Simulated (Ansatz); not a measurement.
`[F][Sb][SiH3]` radical. Charge 0, multiplicity 2. Sb: def2 effective core potential. All single points use the PBE0-D4/def2-TZVP geometry.

```xyz
6

F    -0.359   -2.020    1.616
Sb   -1.438   -1.353    0.162
Si    0.217    0.562   -0.359
H    -0.327    1.330   -1.512
H     1.551    0.015   -0.720
H     0.355    1.467    0.812
```

(1) What is the dipole moment at PBE/def2-TZVPP? (An estimate is asked.)

(2) And with r2SCAN, B3LYP, ωB97M-V? (Best estimate.)

(3) Give the Mulliken charges with PBE, r2SCAN, ωB97M-V in def2-TZVPP. (Best estimate.)

Results:

(1) Computed: 2.09 D, with components (-1.13, 0.77, -1.59) D in this frame, pointing from negative to positive charge.

(2) Computed: r2SCAN 2.19 D, B3LYP 2.33 D, ωB97M-V 2.36 D.

(3) The calculation gave: 
| atom | PBE | r2SCAN | ωB97M-V |
| --- | --- | --- | --- |
| F1 | -0.42 | -0.46 | -0.46 |
| Sb2 | 0.47 | 0.48 | 0.47 |
| Si3 | 0.04 | 0.14 | 0.03 |
| H4 | -0.04 | -0.06 | -0.02 |
| H5 | -0.03 | -0.05 | -0.01 |
| H6 | -0.03 | -0.05 | -0.01 |

B3LYP here is the variant with VWN-RPA as its local correlation; programs differ in this.
